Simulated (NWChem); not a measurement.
# MoNHOBrF; SMILES [NH]=[Mo](=[O])([F])[Br]

All runs: NWChem. Structure relaxed at the PBE0/def2-SVP level. Not confirmed as a minimum by frequencies. def2 effective core potentials on Mo; no spin-orbit coupling. Level r2SCAN/def2-SVP: energy and gradient on several grids; changes count from the extra-fine grid, which is no exact limit either.

Which is the coarsest grid (medium; coarse; xcoarse; fine; xfine) from which on the energy stays within 50 μHa and each gradient component within 100 μHa/bohr of xfine?

fine.
```json
[
 {"grid": "xcoarse", "size of the energy change (μHa)": "100", "largest change of a gradient component (μHa/bohr)": "7000"},
 {"grid": "coarse", "size of the energy change (μHa)": "90", "largest change of a gradient component (μHa/bohr)": "600"},
 {"grid": "medium", "size of the energy change (μHa)": "50", "largest change of a gradient component (μHa/bohr)": "300"},
 {"grid": "fine", "size of the energy change (μHa)": "30", "largest change of a gradient component (μHa/bohr)": "40"},
 {"grid": "xfine", "size of the energy change (μHa)": "< 10", "largest change of a gradient component (μHa/bohr)": "< 30"}
]
```
